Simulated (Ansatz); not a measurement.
The cluster Li2Br2⁺, relaxed as a quartet with UKS r2SCAN-D4/def2-TZVP in Ansatz, starting from the r2SCAN-D4/def2-TZVP geometry of the charge +1 doublet. Force threshold 0.02 eV/Å.

In the quartet, Br3 and Br4 lie 2.67 Å apart (atoms count from 1), so these atoms are partly bonded to each other. The relaxation made no stability test and no search for a lower SCF solution. At r2SCAN-D4/def2-TZVP a doublet of charge 1 lies 5.61 eV below the quartet, each at its own geometry. The structure comes from a short search, and lower isomers may exist.

Start:

Cartesian coordinates in Å:
```
Li 0.305 0.524 1.856
Li -0.670 -0.844 -1.628
Br -0.826 1.215 -0.246
Br 1.191 -0.895 0.018
```

```json
{"step": "1", "energy (eV)": "-140491.8926", "largest force component (eV/Å)": "0.935", "SCF passes": "20"}
{"step": "2", "energy (eV)": "-140492.2516", "largest force component (eV/Å)": "0.651", "SCF passes": "27"}
{"step": "3", "energy (eV)": "-140492.4621", "largest force component (eV/Å)": "0.351", "SCF passes": "27"}
{"step": "4", "energy (eV)": "-140492.5818", "largest force component (eV/Å)": "0.211", "SCF passes": "30"}
{"step": "5", "energy (eV)": "-140492.6562", "largest force component (eV/Å)": "0.132", "SCF passes": "29"}
{"step": "6", "energy (eV)": "-140492.7027", "largest force component (eV/Å)": "0.097", "SCF passes": "28"}
{"step": "7", "energy (eV)": "-140492.7427", "largest force component (eV/Å)": "0.052", "SCF passes": "36"}
{"step": "8", "energy (eV)": "-140492.7444", "largest force component (eV/Å)": "0.031", "SCF passes": "31"}
{"step": "9", "energy (eV)": "-140492.7478", "largest force component (eV/Å)": "0.015", "SCF passes": "31"}
{"step": "10", "energy (eV)": "-140492.7482", "largest force component (eV/Å)": "0.011", "SCF passes": "32"}
{"step": "11", "energy (eV)": "-140492.7485", "largest force component (eV/Å)": "0.002", "SCF passes": "22"}
{"step": "12", "energy (eV)": "-140492.7486", "largest force component (eV/Å)": "0.002", "SCF passes": "24"}
{"step": "13", "energy (eV)": "-140492.7488", "largest force component (eV/Å)": "0.003", "SCF passes": "25"}
{"step": "14", "energy (eV)": "-140492.7496", "largest force component (eV/Å)": "0.008", "SCF passes": "33"}
{"step": "15", "energy (eV)": "-140492.7531", "largest force component (eV/Å)": "0.020", "SCF passes": "34"}
```

Force components are those of the run's own axes.

End:

```csv
atom,x (Å),y (Å),z (Å)
Li1,0.913,0.964,2.815
Li2,-0.662,-1.243,-2.807
Br3,-1.045,1.102,-0.125
Br4,0.795,-0.822,0.117
```

Bonds lost: Li1–Br3, Li1–Br4, Li2–Br3, Li2–Br4 (atoms count from 1).

The force fell under the threshold at step 9, but the optimiser went on and released 0.005 eV more. No frequencies were taken in this run, so the end may be a saddle point.

It took 55 s on 4 threads of Arm Neoverse V1 on a shared host.
